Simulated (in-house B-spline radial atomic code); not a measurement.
The numbers below are computed, except where a source is named.
Extrapolating the RPA correlation energy in partial waves: Xe VII (Xe6+)

All-electron RPA on PBE orbitals from an all-electron radial atomic-structure program (B-spline basis), scalar-relativistic (spin-free one-electron X2C), finite nucleus, configuration [Kr] 4d10 5s2. With empty states up to angular momentum L the sums are:

| L | E_c(L) (hartree) |
| --- | --- |
| 4 | -3.310361 |
| 5 | -3.589993 |
| 6 | -3.727623 |
| 7 | -3.801330 |
| 8 | -3.841530 |
| 9 | -3.865258 |

For large l each further wave adds A/(l + 1/2)⁴, because the basis must build the cusp where two electrons meet.

(1) Estimate the limit from L = 8 and L = 9.

(2) How good is the estimate?

Results:

(1) Wave 9 adds -0.023728, against a sum of (l + 1/2)⁻⁴ of 1.22774e-04, so A = -193.27. The sum over l > 9 is ζ(4, 10.5) = 3.3168e-04, close to 1/(3 × 10³) = 3.3333e-04. The tail is -0.064103 and the limit -3.92936 hartree.

(2) A run to L = 11 sums to -3.88987 and extrapolates to -3.92266 hartree, 2.50 millihartree from the run before, so it has not settled and is itself too deep. The estimate differs from that by -6.70 millihartree, while the bare sum at L = 9 misses 57.4 millihartree (1.5 %).
